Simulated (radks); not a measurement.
F2+, 7 electrons, occupied as [He] 2p3 3s2 (not the ground configuration). Calculated with a radial shooting solver on a logarithmic mesh with Libxc functionals: scalar-relativistic Kohn-Sham, r2SCAN, spin-polarised, spherical densities, finite nucleus; open shells are filled with parallel spins first; meta-GGA in the generalised Kohn-Sham scheme; Fermi nuclear charge, rms radius 2.8976 fm.

Normalised radial functions P(r) = r R(r), r in bohr:

| r | 1s up | 2p up |
|---|---|---|
| 0.008852 | 0.4249 | 0.0022 |
| 0.01259 | 0.5837 | 0.0044 |
| 0.01775 | 0.7855 | 0.0084 |
| 0.02525 | 1.0436 | 0.0165 |
| 0.03561 | 1.3408 | 0.0313 |
| 0.05063 | 1.6663 | 0.0591 |
| 0.07142 | 1.9535 | 0.1075 |
| 0.1016 | 2.1293 | 0.1913 |
| 0.1433 | 2.0878 | 0.3207 |
| 0.2037 | 1.7655 | 0.5100 |
| 0.2873 | 1.2269 | 0.7410 |
| 0.4086 | 0.6371 | 0.9732 |
| 0.5763 | 0.2316 | 1.0952 |
| 0.8195 | 0.0480 | 1.0020 |
| 1.156 | 0.0049 | 0.6913 |
| 1.644 | 0.0002 | 0.3206 |
| 2.318 | 0.0000 | 0.0943 |
| 3.297 | 0.0000 | 0.0141 |
| 4.65 | 0.0000 | 0.0009 |
| 6.612 | 0.0000 | 0.0000 |

1s up: eigenvalue -753.05 eV, 0 radial nodes, <r> = 0.176 bohr, 90 % of the charge inside 0.316 bohr. 2p up: eigenvalue -77.136 eV, 0 radial nodes, <r> = 0.785 bohr, 90 % of the charge inside 1.28 bohr.

Empty levels of this run are not shown, since the potential may be unsettled where no density lies.
